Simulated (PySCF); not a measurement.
## Basis and Hamiltonian dependence of the excitation energy of P

P [Ne] 3s2 3p3 (4S) → P [Ne] 3s2 3p2 4s1 (4P). All values are computed (PySCF 2.14, energy differences of UHF-based or UKS calculations, no spin-orbit coupling). Values in eV.

```
                                                               basis       Hamiltonian  functions    UHF    LDA   PBE0  MP2 (valence)  CCSD(T) (valence)  CCSD(T) (valence and next inner shell)
                                                     aug-cc-pV(D+d)Z  non-relativistic         32  7.032  7.091  7.211          7.215              7.117                                     n/a
                                                       aug-cc-pwCVDZ  non-relativistic         36  7.033  7.095  7.208          7.219              7.121                                     n/a
                                                          dyall-av2z  non-relativistic         50  7.014  7.071  7.185          7.196              7.100                                     n/a
      x2c-TZVPPall with one added diffuse shell each of s, p, d type     spin-free X2C         51  6.967  7.047  7.162          7.253              7.187                                   7.177
                                                     aug-cc-pV(T+d)Z  non-relativistic         55  6.951  7.037  7.150          7.247              7.182                                     n/a
aug-cc-pV(T+d)Z with one added diffuse shell each of s, p, d, f type  non-relativistic         71  6.627  6.853  6.931          7.005              6.941                                     n/a
                                                     aug-cc-pCVTZ-DK     spin-free X2C         75  6.920  7.013  7.125          7.221              7.157                                   7.152
                                                         def2-QZVPPD  non-relativistic         76  6.890  7.003  7.102          7.233              7.163                                   7.152
                                                      aug-cc-pVQZ-DK     spin-free X2C         84  6.789  6.923  7.023          7.140              7.072                                     n/a
                                                          dyall-av3z     spin-free X2C         84  6.757  6.906  7.002          7.085              7.020                                     n/a
   x2c-QZVPPall with one added diffuse shell each of s, p, d, f type     spin-free X2C         86  6.817  6.946  7.043          7.164              7.096                                   7.085
aug-cc-pCVTZ-DK with one added diffuse shell each of s, p, d, f type     spin-free X2C         91  6.607  6.831  6.912          6.984              6.921                                   6.918
                                                     aug-cc-pCVQZ-DK     spin-free X2C        134  6.785  6.923  7.020          7.140                n/a                                     n/a
                                                     aug-cc-pV(5+d)Z  non-relativistic        136  6.761  6.918  7.009          7.139                n/a                                     n/a
```

Frozen in the all-electron rows: valence: [Ne]; valence and next inner shell: 1s2.

At UHF, aug-cc-pV(T+d)Z with one added diffuse shell each of s, p, d, f type lies more than 0.3 eV from the median of the rows with comparable relativity.

Reference for a calculation without spin-orbit coupling: 6.967 eV (measured, between term centres; NIST).
